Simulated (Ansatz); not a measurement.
`[NH2][GeH2][Si](N)(F)F` + `F[SiH3]` → `[NH2][GeH2][SiH2]F` + `N[SiH](F)F`  (formal exchange of groups at a Ge–Si bond)

Isolated molecules relaxed with PBE0-D4/def2-TZVP in Ansatz; ΔE leaves out vibrations. CCSD(T)/CBS is the MP2 limit (def2-TZVPP, def2-QZVPP) plus CCSD(T) − MP2 in def2-TZVPP, frozen cores. This one scheme is used for every species. DFT in def2-TZVPP. For Ge outer-core shells are correlated without core-valence functions, which leaves a few kJ/mol of doubt a bond. Scalar relativity is left out up to krypton. Each species was taken in one conformer, which may not be the lowest.

`[NH2][GeH2][Si](N)(F)F`:

Cartesian coordinates in Å:
```
N 2.298 -0.821 0.055
Ge 0.986 0.318 0.670
Si -0.869 0.083 -0.792
N -2.308 0.599 -0.075
F -0.730 0.906 -2.147
F -0.883 -1.447 -1.259
H 3.117 -0.875 0.644
H 1.965 -1.759 -0.122
H 0.513 0.026 2.121
H 1.571 1.739 0.657
H -3.108 0.878 -0.619
H -2.552 0.351 0.869
```

`F[SiH3]`:

```xyz
5

F    -0.250    1.412    0.612
Si    0.006   -0.037   -0.016
H    -0.520   -1.052    0.926
H     1.465   -0.210   -0.208
H    -0.702   -0.114   -1.315
```

`[NH2][GeH2][SiH2]F`:

Cartesian coordinates in Å:
```
N 1.179 1.453 -0.072
Ge 0.814 -0.355 0.014
Si -1.551 -0.638 -0.107
F -2.096 -0.231 -1.560
H 0.789 1.985 0.694
H 2.166 1.664 -0.131
H 1.323 -1.045 1.309
H 1.540 -1.001 -1.178
H -2.237 0.224 0.892
H -1.927 -2.055 0.138
```

`N[SiH](F)F`:

Z-matrix (Å, degrees):
```
Si
F 1 1.586
F 1 1.591 2 104.6
N 1 1.684 2 108.1 3 122.7
H 1 1.470 2 111.4 3 -115.3
H 4 1.006 1 121.4 2 160.3
H 4 1.007 1 122.6 2 -42.8
```

```
             level  ΔE (kJ/mol)  difference from CCSD(T)/CBS
            PBE-D4         -1.6                          1.7
         r2SCAN-D4         -3.4                         -0.1
            B2PLYP         -4.0                         -0.7
               PBE         -4.4                         -1.1
    MP2/def2-TZVPP         -2.6                          0.7
SCS-MP2/def2-TZVPP         -2.8                          0.5
CCSD(T)/def2-TZVPP         -2.9                          0.4
    MP2/def2-QZVPP         -2.9                          0.4
SCS-MP2/def2-QZVPP         -3.2                          0.1
     MP2/CBS(def2)         -3.0                          0.3
       CCSD(T)/CBS         -3.3                            0
```

Largest T1 diagnostic among the species: 0.012.

In def2-TZVPP, CCSD(T) changes the Hartree–Fock value by +3.8 kJ/mol (the triples alone add +0.8 kJ/mol) and MP2 by +4.1 kJ/mol. The D4 term adds +4.3 kJ/mol with B3LYP and +2.5 kJ/mol with PBE0; it sums over pairs of atoms, weighted by their polarisabilities, and B3LYP, whose exchange is more repulsive, gets the larger term.

B3LYP here is the variant with VWN-RPA as its local correlation; programs differ in this.
